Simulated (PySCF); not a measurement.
Computed shifts of a molecule C3H7BO2, PySCF with PBE/pcSseg-1, GIAO, gas phase, equivalent atoms averaged, in ppm (number of nuclei): ¹³C: 72.7 (2), -5.6 (1). ¹H: 4.53 (4), 0.52 (3). References: ¹³C against TMS (σ = 182.0 ppm); ¹¹B against BF3 (σ = 83.9 ppm); ¹⁷O against H2O (σ = 334.3 ppm); ¹H against TMS (σ = 31.49 ppm), references at their B3LYP-D3(BJ)/def2-TZVP geometries, non-relativistic. Geometry optimised at PBE0-D3(BJ)/def2-SVP. One conformer was computed; it need not be the lowest.

Q: Identify the compound among the candidates.
A. CB1OCCO1
B. C=CB(O)OC
C. CB(C=O)CO
D. OB1CCOC1

A: A, CB1OCCO1
